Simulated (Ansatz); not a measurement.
Start from `C=N[Si](O)(F)Cl` and change one atom or group to get `B[Si](O)(F)Cl`.

Ansatz, PBE0-D4/def2-TZVP geometries, multiplicity 1. Each molecule was computed in one conformer, which needn't be the lowest.

```
                                                                                  property  `C=N[Si](O)(F)Cl`
                                                        LUMO energy (PBE0/def2-TZVPP) / eV              -1.48
                                          size of the dipole moment (B3LYP/def2-TZVPP) / D               2.25
                                            zero-point energy (PBE0-D4/def2-TZVP) / kJ/mol              132.7
                                                       LUMO energy (B3LYP/def2-TZVPP) / eV              -1.73
                                                         LUMO energy (PBE/def2-TZVPP) / eV              -2.57
ideal-gas entropy at 298 K and 1 bar (rigid rotor, harmonic PBE0-D4/def2-TZVP) / J/(mol·K)                363
```

(1) What does the change do to each property? (Best estimate.)

Results:

(1) The calculation gave: 
```
                                                                                  property  `B[Si](O)(F)Cl`  shift
                                                        LUMO energy (PBE0/def2-TZVPP) / eV            -2.84  -1.36
                                          size of the dipole moment (B3LYP/def2-TZVPP) / D             1.02  -1.23
                                            zero-point energy (PBE0-D4/def2-TZVP) / kJ/mol            103.8  -28.9
                                                       LUMO energy (B3LYP/def2-TZVPP) / eV            -3.03  -1.30
                                                         LUMO energy (PBE/def2-TZVPP) / eV            -3.84  -1.27
ideal-gas entropy at 298 K and 1 bar (rigid rotor, harmonic PBE0-D4/def2-TZVP) / J/(mol·K)              351    -12
```

With PBE0 the HOMO falls by 1.04 eV and the LUMO falls by 1.36 eV, so the gap narrows by about 0.32 eV. PBE moves the HOMO by -1.21 eV and ωB97M-V by -0.85 eV. The zero-point energy changes by -28.9 kJ/mol with -3 modes. Dipoles are sizes alone; their direction can turn.

B3LYP here is the variant with VWN-RPA as its local correlation; programs differ in this.
